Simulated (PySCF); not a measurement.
A structure optimised at r2SCAN-D4/def2-TZVPD, used in a PySCF frequency run:

```xyz
2

N      0.0000     0.0000    -1.0136
P      0.0000     0.0000     0.4730
```

Question: Write its SMILES, formula and point group.

Answer: N#P, NP, C∞v

Question: What are its rotational constants (standard atomic weights)?

Answer: 23.709 GHz (linear rotor, B only)
